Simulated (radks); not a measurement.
Task: Excited configurations of Ge XXXI: one electron is placed in a higher orbital outside 1s1. The ground configuration is [He]. Method: scalar-relativistic Kohn-Sham, PBE, spin-polarised, spherical densities, finite nucleus; open shells are filled with parallel spins first; Fermi nuclear charge, rms radius 4.0742 fm; computed with a radial shooting solver on a logarithmic mesh with Libxc functionals. Excitation = E - E(ground); binding = E(ion) - E, where the ion is the core of charge +31; n* = 31/sqrt(2 binding) in atomic units. These energies are relativistic, and a one-electron ion of charge +31 with no core already has n* below n in this formula (scalar-relativistic equation, point nucleus: 3p 2.989, 4s 3.979, 4p 3.988, 5s 4.978, 5p 4.987, 5f 4.997, 6s 5.977, 7p 6.986). The quantum defect is therefore taken as that value minus n*, so that it holds no relativistic shift of the bare ion.

| outer orbital | excitation (eV) | binding (eV) | n* | quantum defect | eigenvalue (eV) | <r> (bohr) |
|---|---|---|---|---|---|---|
| 3p | 12095.1 | 1476.1 | 2.976 | 0.013 | -1453.1 | 0.3969 |
| 4p | 12741.3 | 829.85 | 3.969 | 0.018 | -818.14 | 0.7313 |
| 5s | 13036.7 | 534.50 | 4.946 | 0.032 | -527.60 | 1.186 |
| 5p | 13040.4 | 530.81 | 4.963 | 0.024 | -523.74 | 1.162 |
| 5f | 13045.6 | 525.62 | 4.988 | 0.009 | -517.41 | 1.012 |
| 6s | 13200.6 | 370.60 | 5.940 | 0.037 | -365.95 | 1.711 |
| 7p | 13300.5 | 270.65 | 6.950 | 0.035 | -267.30 | 2.311 |

Estimate the row for 4s.

Result: excitation (eV) 12734.0; binding (eV) 837.18; n* 3.952; quantum defect 0.027; eigenvalue (eV) -825.94; <r> (bohr) 0.7567. The Delta-SCF ionisation energy is 13571.2 eV (NIST Atomic Spectra Database: 13557.4 eV, theoretical). Self-interaction in the functional shifts the binding energies and quantum defects, so they are the method's values and not measured ones.
